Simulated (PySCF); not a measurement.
Level of theory: ωB97X-D3(BJ)/def2-TZVP // PBE0-D3(BJ)/def2-SVP (PySCF). All species are isolated molecules in the gas phase. One relaxed conformer stands for a flexible species; it need not be the lowest. 

Reference species (SMILES): `C[CH2][Ga]([CH2]C)[CH2]C` (neutral, multiplicity 1).

HOMO–LUMO gap: 10.58 eV
S1 oscillator strength: 0.000
HOMO: -9.21 eV

After one change: the HOMO–LUMO gap increases by 0.37 eV; the S1 oscillator strength is nearly the same; the HOMO falls by 0.12 eV.

### Question
What was changed between the two runs? The new species is one of these.
A. `C[CH2][Ga]([CH2]C)[O]C`
B. `C[CH2][Ga]([O]C)[O]C`
C. `C[O][Ga]([O]C)[O]C`

### Answer
A, `C[CH2][Ga]([CH2]C)[O]C`
